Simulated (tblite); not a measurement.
`[C]#C[Si@H](Cl)C#C[SiH3]` [radical] (doublet state). Structure optimised with GFN2-xTB, isolated species. This method treats the open shell by occupation alone, without spin polarisation.

```
atom  x, y, z in Å
C1    -3.0853   -2.0543   -1.4844
C2    -2.6673   -1.0962   -0.8975
Si3   -2.0876    0.4384    0.0023
Cl4   -2.5173    2.0548   -1.1383
C5    -0.2578    0.2522    0.1719
C6     0.9435    0.1335    0.2689
Si7    2.7849   -0.0328    0.4127
H8    -2.7763    0.5178    1.2885
H9     3.1539   -1.3490   -0.1100
H10    3.3913    1.0444   -0.3719
H11    3.1236    0.0939    1.8319
```

Problem. Which two atoms are farthest apart?

Solution. C1···H11, 7.36 Å; the next longest distance is 7.27 Å.

Problem. Work out the bond lengths C2–Si3, Si3–Cl4, Si3–C5, Si3–H8, C5≡C6, C6–Si7, Si7–H9, Si7–H11 in pm.

Solution. For C2–Si3 the difference vector is (0.5797, 1.5346, 0.8998) Å, of length 1.8710 Å. C2–Si3 187.1; Si3–Cl4 202.4; Si3–C5 184.7; Si3–H8 146.1; C5≡C6 121.1; C6–Si7 185.4; Si7–H9 146.3; Si7–H11 146.5 pm.

Problem. Where is the centre of mass (commonest isotopes), and what is the radius of gyration?

Solution. Mass 142.954 u; centre at (-0.856, 0.352, -0.342) Å; Rg = √(Σ m r²/M) = 2.627 Å. As Ia + Ib + Ic = 2 Σ m r², the three principal moments sum to 1973.1 u·Å².

Problem. What is the repulsion energy of the bare nuclei, Σ ZA·ZB/RAB?

Solution. 392.66 Eh over 55 pairs, with full nuclear charges and distances in bohr; the largest single term is 62.21 Eh (Si3 with Cl4).

Problem. What are the angles C1–C2–Si3, C2–Si3–C5, C2–Si3–H8, Si3–C5–C6, C6–Si7–H11, C6–Si7–H9, H10–Si7–H11?

Solution. From the scalar product of the two bond vectors; for C1–C2–Si3 it is -2.2407 Å² over 1.1988 × 1.8710 Å², cos θ = -0.998988. C1–C2–Si3 177.4°; C2–Si3–C5 105.6°; C2–Si3–H8 108.8°; Si3–C5–C6 179.3°; C6–Si7–H11 107.3°; C6–Si7–H9 107.7°; H10–Si7–H11 111.1°.

Problem. How far apart are these pairs, which share no bond: C1···C6, C1···H8, Cl4···H11, C5···H11, C6···H10?

Solution. C1···C6 4.908 Å (4 bonds apart); C1···H8 3.795 Å (3 bonds apart); Cl4···H11 6.670 Å (5 bonds apart); C5···H11 3.770 Å (3 bonds apart); C6···H10 2.689 Å (2 bonds apart).

Problem. How far are the heavy atoms from their best plane (unweighted least squares)?

Solution. 0.359 Å rms; C1 0.29, C2 0.07, Si3 0.63, Cl4 0.48, C5 0.30, C6 0.07, Si7 0.30 Å (magnitudes).

Problem. Write the matrix of distances between heavy atoms (Å, lower triangle).

Solution. 
```
C1    0.000
C2    1.199  0.000
Si3   3.069  1.871  0.000
Cl4   4.163  3.164  2.024  0.000
C5    4.007  2.961  1.847  3.174  0.000
C6    4.908  3.989  3.058  4.201  1.211  0.000
Si7   6.492  5.707  4.912  5.906  3.065  1.854  0.000
```

Its lowest GFN2-xTB frequency is 14 cm⁻¹, too small to tell a flat minimum from a shallow saddle.

The numbers are calculated, not measured.
